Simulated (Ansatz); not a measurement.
ZnI6⁴⁻ (relaxed from a model of [ZnI6]4-, whose bonding it doesn't keep). Total charge -4; singlet. Geometry PBE0-D4/def2-SVPD, loosely relaxed.

```xyz
7

Zn   -3.419    0.552    0.402
I    -5.929    0.997    0.669
I    16.810   -2.776   -1.709
I    -1.904    6.700  -14.226
I    -1.183   -6.142   14.325
I    -2.643   -1.654   -0.621
I    -1.732    2.323    1.159
```

In the def2 sets I takes a core potential; there is no spin–orbit coupling. A multiply charged anion in the gas phase is held together partly by the finite basis. The geometry of the charge -4 singlet is only loosely relaxed. At PBE-D4/def2-TZVPD, r2SCAN-D4/def2-TZVPD, PBE0-D4/def2-SVPD, PBE0-D4/def2-TZVPD the highest occupied level of the charge -4 singlet lies above zero (up to 1.88 eV). By energy differences it is unbound by 0.65 eV (vertical, against the charge -3 doublet, at PBE-D4/def2-TZVPD) and held by the finite basis. In the singlet geometry the species has come apart into loosely held pieces.

Q: Estimate the orbital energies around the gap (eV) in Ansatz with HF/def2-TZVPD, PBE-D4/def2-TZVPD, r2SCAN-D4/def2-TZVPD, PBE0-D4/def2-SVPD, PBE0-D4/def2-TZVPD.

A: 
```csv
orbital,HF/def2-TZVPD,PBE-D4/def2-TZVPD,r2SCAN-D4/def2-TZVPD,PBE0-D4/def2-SVPD,PBE0-D4/def2-TZVPD
HOMO−9,-3.28,0.23,-0.05,-0.85,-0.86
HOMO−8,-1.55,1.80,1.59,0.80,0.80
HOMO−7,-1.55,1.80,1.59,0.80,0.80
HOMO−6,-1.55,1.80,1.60,0.80,0.81
HOMO−5,-1.50,1.86,1.65,0.86,0.86
HOMO−4,-1.50,1.86,1.65,0.86,0.86
HOMO−3,-1.49,1.86,1.66,0.86,0.87
HOMO−2,-1.48,1.88,1.67,0.88,0.88
HOMO−1,-1.48,1.88,1.67,0.88,0.88
HOMO,-1.47,1.88,1.68,0.88,0.89
LUMO,5.81,4.12,4.45,4.83,4.87
LUMO+1,5.98,4.86,5.29,5.56,5.17
LUMO+2,6.48,5.01,5.31,5.72,5.31
LUMO+3,6.55,5.02,5.47,5.74,5.66
LUMO+4,6.61,5.48,5.98,6.35,5.77
LUMO+5,6.78,5.57,6.07,6.47,5.88
```
